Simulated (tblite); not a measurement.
Species: C₅H₆FNSi.
SMILES with atom numbers: `[CH2:1]=[C:2](/[CH:3]=[CH:4]\[C:5]#[N:6])[SiH2:7][F:8]` (hydrogens: H9, H10 on C1; H11 on C3; H12 on C4; H13, H14 on Si7)

Structure used (GFN2-xTB), in Å, numbered top down from 1:
```
atom  x, y, z in Å
C1    -0.7358    1.4216   -1.3766
C2    -0.2622    0.5143   -0.5110
C3     0.8588   -0.2966   -0.9366
C4     1.5004   -1.2533   -0.2469
C5     1.2133   -1.6747    1.0579
N6     1.0375   -2.0711    2.1220
Si7   -1.0715    0.3400    1.1963
F8    -2.2604    1.4336    1.1830
H9    -0.3080    1.5568   -2.3597
H10   -1.5668    2.0583   -1.1284
H11    1.2149   -0.0949   -1.9415
H12    2.3310   -1.7825   -0.6991
H13   -1.7573   -0.9308    1.3511
H14   -0.1947    0.7788    2.2675
```

Calculated harmonic vibrations of the isolated species, GFN2-xTB (tblite), most abundant isotopes, no scaling. The method is semi-empirical: single wavenumbers can be off by several per cent or more. Modes of hydrogen on silicon can be 10 to 20 % off. One conformer, not necessarily the lowest.

Harmonic wavenumbers (cm⁻¹): 27.7, 99.9, 115.1, 163.7, 209.0, 219.6, 329.6, 367.6, 408.2, 471.9, 579.0, 611.5, 616.0, 660.3, 704.2, 737.6, 738.9, 797.2, 805.4, 914.0, 924.7, 934.3, 1009.8, 1169.3, 1282.5, 1350.6, 1419.7, 1603.8, 1627.1, 2348.3, 2354.0, 2360.2, 3024.0, 3045.0, 3064.9, 3135.3.

A = 2548, B = 1323, C = 880.3 MHz; mass 127.025 u (most abundant isotopes); point group Cs, symmetry number 1.

Problem. Zero-point energy?

Solution. Half the sum of the wavenumbers: 20115 cm⁻¹ = 240.63 kJ/mol.

Problem. What is S at 500 K and 1 bar for an ideal gas of classical rigid rotors and harmonic oscillators?

Solution. Translation 180.02, rotation 128.09, vibration 184.90: S = 493.0 J/(mol K).

Problem. And Cp and H(500 K) − H(0)?

Solution. Cp = 201.70 J/(mol K), of which vibrations give 168.44 (their classical limit is 36 R = 299.3); H(500 K) − H(0) = 63.00 kJ/mol without the zero-point energy, 46.37 from vibrations.

Problem. Which modes carry the vibrational entropy at 500 K?

Solution. 27.7 cm⁻¹: 29.35; 99.9 cm⁻¹: 18.71; 115.1 cm⁻¹: 17.54; 163.7 cm⁻¹: 14.65; 209.0 cm⁻¹: 12.67; 219.6 cm⁻¹: 12.27 J/(mol K); the other 30 give 79.72 together.

Problem. What must be added to the electronic energy to get the Gibbs energy at 500 K and 1 bar?

Solution. ZPE + [H(500 K) − H(0)] − T·S = 240.63 + 63.00 − 246.50 = 57.13 kJ/mol.

Problem. Blend soft modes into free rotors: weight 1/[1 + (100 cm⁻¹/ν̃)⁴] for the oscillator and the rest for a rotor with moment μB/(μ + B), μ = h/(8π²ν), B = 10⁻⁴⁴ kg m². What vibrational entropy results?

Solution. 170.82 J/(mol K) in place of 184.90, which changes −T·S at 500 K by +7.04 kJ/mol.

Hindered rotation and anharmonicity are outside this model. Other conformers, if any are populated, would add a mixing term that is left out.
